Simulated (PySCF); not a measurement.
PBE on Te⁻ (tellurium, charge -1), [Kr] 4d10 5s2 5p5, 2P determinant. All numbers are calculated (PySCF 2.14, scalar relativity through the core potential, in aug-cc-pVQZ-PP with ECP28MDF (7s7p5d3f2g, 92 functions)).

```
cycle= 1 E= -268.050272142101  delta_E= -0.0109  |g|= 0.03  |ddm|= 0.838
cycle= 2 E= -268.050458475297  delta_E= -0.000186  |g|= 0.0131  |ddm|= 0.103
cycle= 3 E= -268.050561429607  delta_E= -0.000103  |g|= 0.0104  |ddm|= 0.0698
cycle= 4 E= -268.050642903099  delta_E= -8.15e-05  |g|= 0.000724  |ddm|= 0.0288
cycle= 5 E= -268.050643552613  delta_E= -6.5e-07  |g|= 0.000143  |ddm|= 0.00261
cycle= 6 E= -268.050643579004  delta_E= -2.64e-08  |g|= 2.44e-05  |ddm|= 0.000505
cycle= 7 E= -268.050643579863  delta_E= -8.59e-10  |g|= 2.12e-06  |ddm|= 9.94e-05
converged SCF energy = -268.050643579863  <S^2> = 0.75414604  2S+1 = 2.0041417
```

Highest occupied orbital energy: 0.715 eV; ⟨L²⟩ = 2.03; populations by l: s 4.00, p 11.00, d 10.00, f 0.00.

Q: Can this result be used?

A: With care. The calculation finished and met its thresholds. Energies and moments cover only the electrons outside the core potential. At PBE the highest occupied level has a positive energy, so only the finite basis holds that electron; in a semilocal or global hybrid functional this comes from self-interaction and does not mean that the real anion is unbound.
